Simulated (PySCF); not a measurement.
C2H6BBrO, SMILES CCB(O)Br.

Coordinates come from a B3LYP-D3(BJ)/def2-SVP optimisation. Other conformers were not sampled.

Method: B3LYP-D3(BJ)/def2-SVP (PySCF 2.14.0).

Frequencies are harmonic and unscaled.

```
mode  ν (cm⁻¹)  IR (km/mol)  Raman (Å⁴/amu)  depolarisation   moving atoms (share of kinetic energy)
----  --------  -----------  --------------  --------------  ---------------------------------------
1           30          0.3             0.2            0.72                   H 45 %, C 36 %, O 15 %
2          162          0.4             0.6            0.68                  C 49 %, H 22 %, Br 21 %
3          207          0.2             0.5            0.75                                   H 83 %
4          320         11.9             2.1            0.46                  O 54 %, Br 21 %, H 15 %
5          340          0.9             1.1            0.71           H 41 %, C 29 %, B 17 %, O 10 %
6          499         23.3             5.7            0.17  B 32 %, C 23 %, H 22 %, O 13 %, Br 10 %
7          515          3.5             2.9            0.15           B 43 %, H 21 %, O 19 %, C 16 %
8          626        118.1             1.9            0.72                           H 83 %, O 12 %
9          743          6.9             0.8            0.56                   H 64 %, C 18 %, B 15 %
10         870         92.0             6.3            0.46                   H 49 %, B 29 %, C 20 %
11         984          0.1             0.9            0.68                           H 77 %, C 17 %
12        1000         49.3             0.9            0.44                           H 79 %, C 16 %
13        1060          4.3             3.4            0.41                           C 64 %, H 34 %
14        1147        309.9             0.3            0.67                   H 52 %, B 32 %, O 10 %
15        1251         10.5             4.8            0.74                           H 80 %, C 18 %
16        1281         67.4             0.6            0.69           H 43 %, C 32 %, B 14 %, O 11 %
17        1401          0.5             3.2            0.70                           H 82 %, C 18 %
18        1421         18.5            13.8            0.75                           H 83 %, C 10 %
19        1438        170.3             4.1            0.68           B 49 %, H 24 %, O 15 %, C 12 %
20        1477         11.4            15.9            0.74                                   H 96 %
21        1480         17.4            12.5            0.73                                   H 91 %
22        3002         12.7           111.7            0.14                                   H 94 %
23        3032         28.2           124.1            0.02                                   H 97 %
24        3064         11.1           128.2            0.51                            H 91 %, C 9 %
25        3107         26.1            81.5            0.71                           H 90 %, C 10 %
26        3121         22.6            39.3            0.71                            H 91 %, C 9 %
27        3827         84.2           104.2            0.29                                   H 94 %
```
